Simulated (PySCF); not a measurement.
**Ionisation energy of Au⁶²⁺ by level of theory**

Au⁶²⁺ [Ne] 3s2 3p5 [3p1/2^2 3p3/2^3, M_J = 3/2] → Au⁶³⁺ [Ne] 3s2 3p4 [3p1/2^2 3p3/2^2, M_J = 2], as a difference of total energies. All numbers are calculated (PySCF 2.14, the two-component X2C-1e Hamiltonian, in an even-tempered Gaussian basis (18 s from 20 bohr⁻², ratio 2.4; 14 p from 26 bohr⁻², ratio 2.4; 4 d from 93 bohr⁻², ratio 2.6; 4 f from 140 bohr⁻², ratio 2.6)). Correlated levels: 1s2 frozen; the 48 highest virtual spinors dropped. "Screened" scales the spin-orbit matrix elements by Boettger's factors to mimic the two-electron term; Breit and QED terms are absent.

```
                    method  ionisation energy (eV)
           GHF (spin-free)                  6994.4
          GMP2 (spin-free)                  6995.6
 GHF (screened spin-orbit)                  6858.8
GMP2 (screened spin-orbit)                  6860.0
```

Breit and QED terms and the two-electron picture change are absent.

The spin-free rows relax to the high-spin LS determinant and lack the spin-orbit shift.

The labels give the starting determinants; with spin-orbit coupling the two ends relaxed to ⟨J²⟩ = 3.75, ⟨L²⟩ = 2.06, ⟨S²⟩ = 0.81 and ⟨J²⟩ = 6.00, ⟨L²⟩ = 3.32, ⟨S²⟩ = 1.41.

For comparison: 6854 ± 15 eV (theoretical estimate listed by NIST; NIST Atomic Spectra Database, ionization energies).
